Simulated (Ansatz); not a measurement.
Ansatz (a quantum-chemistry and plane-wave program) input (B3LYP-D3(BJ)/def2-TZVP):

Ansatz 0.2 input:
```yaml
crystal:
  periodic: [false, false, false]
  atoms:
    - {symbol: Zr, position_ang: [-0.11279626, -0.20715239, -0.17930792]}
    - {symbol: O, position_ang: [1.39872802, 0.73811048, -0.50865874]}
    - {symbol: O, position_ang: [-0.83474674, 0.29765149, 1.40519833]}
basis:
  gaussian:
    orbitals: def2-TZVP
hamiltonian:
  xc: b3lyp
  dispersion: d3bj
total_charge: -1
magnetization: {spin_polarized: true, initial_magnetization: 1}
phonons: {temperatures: {t_min: 298.15, t_max: 298.15, t_step: 100}}
```

Output:

```
Functional definition: B3LYP
integrals: 0.03 GiB planned
657 factors; their error is unknown
mean field: 0.35 GiB planned
mean field evaluation 1: about -5375.4076 eV, gradient 3.2e1 eV
mean field evaluation 2: about -5227.2961 eV, gradient 1.8e2 eV
mean field evaluation 4: about -5379.3723 eV, gradient 3.6e0 eV
mean field evaluation 8: about -5379.4669 eV, gradient 1.3e-1 eV
mean field evaluation 16: about -5379.4672 eV, gradient 5.3e-5 eV
mean field -5379.46720425 eV, -197.6917734222 hartree, gradient 5.4e-5 eV, S^2 0.752104; 0 other end points of the search recorded, 0 dependent functions left out
the calculation of the forces begins
reference -5379.46741073 eV, -197.6917810102 hartree; 15, 14 occupied and 87, 88 virtual orbitals, 657 factors
these checks for a lower state are left out or cut short: stability, starts, cluster_reference, orbital_swaps, neighbouring_geometries, increment
integrals: 0.03 GiB planned
657 factors; their error is unknown
mean field: 0.35 GiB planned
mean field -5379.46712298 eV, -197.6917704359 hartree, gradient 8.6e-7 eV, S^2 0.752095; 0 other end points of the search recorded, 0 dependent functions left out
the calculation of the forces begins
reference -5379.46732944 eV, -197.6917780230 hartree; 15, 14 occupied and 87, 88 virtual orbitals, 657 factors
these checks for a lower state are left out or cut short: stability, starts, cluster_reference, orbital_swaps, neighbouring_geometries, increment
integrals: 0.03 GiB planned
657 factors; their error is unknown
mean field: 0.35 GiB planned
mean field evaluation 32: about -5379.4671 eV, gradient 8.6e-7 eV
mean field -5379.46712505 eV, -197.6917705119 hartree, gradient 8.6e-7 eV, S^2 0.752113; 0 other end points of the search recorded, 0 dependent functions left out
the calculation of the forces begins
reference -5379.46733156 eV, -197.6917781007 hartree; 15, 14 occupied and 87, 88 virtual orbitals, 657 factors
these checks for a lower state are left out or cut short: stability, starts, cluster_reference, orbital_swaps, neighbouring_geometries, increment
integrals: 0.03 GiB planned
657 factors; their error is unknown
mean field: 0.35 GiB planned
mean field -5379.46710959 eV, -197.6917699438 hartree, gradient 8.7e-7 eV, S^2 0.752114; 0 other end points of the search recorded, 0 dependent functions left out
the calculation of the forces begins
reference -5379.46731613 eV, -197.6917775339 hartree; 15, 14 occupied and 87, 88 virtual orbitals, 657 factors
these checks for a lower state are left out or cut short: stability, starts, cluster_reference, orbital_swaps, neighbouring_geometries, increment
integrals: 0.03 GiB planned
657 factors; their error is unknown
mean field: 0.35 GiB planned
mean field -5379.46708395 eV, -197.6917690014 hartree, gradient 8.7e-7 eV, S^2 0.752094; 0 other end points of the search recorded, 0 dependent functions left out
the calculation of the forces begins
reference -5379.46729037 eV, -197.6917765874 hartree; 15, 14 occupied and 87, 88 virtual orbitals, 657 factors
these checks for a lower state are left out or cut short: stability, starts, cluster_reference, orbital_swaps, neighbouring_geometries, increment
integrals: 0.03 GiB planned
657 factors; their error is unknown
mean field: 0.35 GiB planned
mean field -5379.46720812 eV, -197.6917735646 hartree, gradient 1.9e-6 eV, S^2 0.752103; 0 other end points of the search recorded, 0 dependent functions left out
the calculation of the forces begins
reference -5379.46741462 eV, -197.6917811533 hartree; 15, 14 occupied and 87, 88 virtual orbitals, 657 factors
these checks for a lower state are left out or cut short: stability, starts, cluster_reference, orbital_swaps, neighbouring_geometries, increment
integrals: 0.03 GiB planned
657 factors; their error is unknown
mean field: 0.35 GiB planned
mean field evaluation 64: about -5379.4672 eV, gradient 2.0e-6 eV
mean field -5379.46719099 eV, -197.6917729351 hartree, gradient 2.0e-6 eV, S^2 0.752104; 0 other end points of the search recorded, 0 dependent functions left out
the calculation of the forces begins
reference -5379.46739745 eV, -197.6917805224 hartree; 15, 14 occupied and 87, 88 virtual orbitals, 657 factors
Total energy: -5379.54966877 eV, -197.6948039374 hartree
Atom 0 at    -0.112796    -0.207152    -0.179308 Å, force     0.000031     0.000058     0.000050 eV/Å
Atom 1 at     1.398728     0.738110    -0.508659 Å, force    -0.000005    -0.000027    -0.000034 eV/Å
Atom 2 at    -0.834747     0.297651     1.405198 Å, force    -0.000026    -0.000031    -0.000016 eV/Å
Dipole moment:    -0.239991    -0.440747    -0.381504 e Å
Vibrations: 280.32 808.36 876.96 cm⁻¹, zero-point energy 0.121854 eV
```

The spin state was set by rule; other spins were not relaxed.
